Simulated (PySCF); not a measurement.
CH3Zn, SMILES [CH3][Zn] (connectivity only; charge and spin as stated), neutral, multiplicity 2. Atoms are numbered in the order given.

```xyz
5

Zn     0.0000     0.0000    -0.4965
C      0.0000     0.0000     1.5394
H      0.8963     0.5175     1.8864
H      0.0000    -1.0349     1.8864
H     -0.8963     0.5175     1.8864
```
Charge 0, spin multiplicity 2.

Coordinates come from a TPSSh-D3(BJ)/def2-TZVP optimisation. The spin state was assumed, not searched. The isomer is the one that the SMILES or the coordinates give; other isomers of the formula were not compared.

Level of theory: PBE/def2-TZVPD (PySCF).

Isolated molecule, no solvent.

The total energy is -1818.94912 hartree, the point group comes out as C3v and the α spin, highest occupied and lowest empty level comes out as -4.19 and -1.24 eV. The β spin, highest occupied and lowest empty level is -7.04 and -3.07 eV and the dipole moment comes out as 0.31 D. The quadrupole, principal values (traceless, Buckingham form, about the centre of nuclear charge) is -4.00, 2.00, 2.00 D·Å and the mean static polarisability is 58.0 bohr³ (8.60 Å³). The polarisability, principal values is 49.9, 49.9, 74.3 bohr³ and the ⟨S²⟩ is 0.753 (pure state 0.75).
